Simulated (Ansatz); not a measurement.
Species: Si2H2, net charge 0, singlet state. SMILES: [Si]=[SiH2]
Structure (B3LYP-D3(BJ)/def2-TZVP (Ansatz, a program for electronic structure) minimum search):
```xyz
4

Si    -0.9487     0.0742     0.1950
Si     1.1997    -0.0938    -0.2466
H     -1.7230     1.3334     0.0715
H     -1.7910    -1.0587     0.6507
```
Charge 0, spin multiplicity 1.

Property: vertical triplet-singlet gap (E(triplet) - E(singlet); each state is the SCF solution reached for its spin; for the singlet the Hartree-Fock reference is unstable and T1 is 0.021), in kcal/mol. Correlated levels leave the core frozen unless marked. Open shells are spin-unrestricted. No spin-orbit coupling. No relativistic terms. CBS(X,Y): correlation extrapolated as X^-3; Hartree-Fock from the larger set.

```
level                             program  vertical triplet-singlet gap (kcal/mol)
--------------------------------  -------  ---------------------------------------
HF/def2-QZVPPD                     Ansatz                                     -7.6
wB97X-V/def2-TZVPD                 Ansatz                                      8.2
MP2/def2-TZVPPD                    Ansatz                                      8.7
MP2/def2-QZVPPD                    Ansatz                                      9.4
MP2/CBS(def2-TZVPPD,def2-QZVPPD)   Ansatz                                     10.0
SCS-MP2/aug-cc-pV(D+d)Z            Ansatz                                     10.3
SCS-MP2/aug-cc-pV(T+d)Z            Ansatz                                     11.8
```

### Question
Predict the CCSD(T)/CBS(def2-TZVPPD,def2-QZVPPD) result (Ansatz).

### Answer
11.2 kcal/mol, so SCS-MP2/aug-cc-pV(T+d)Z differs from it by 0.6 kcal/mol.
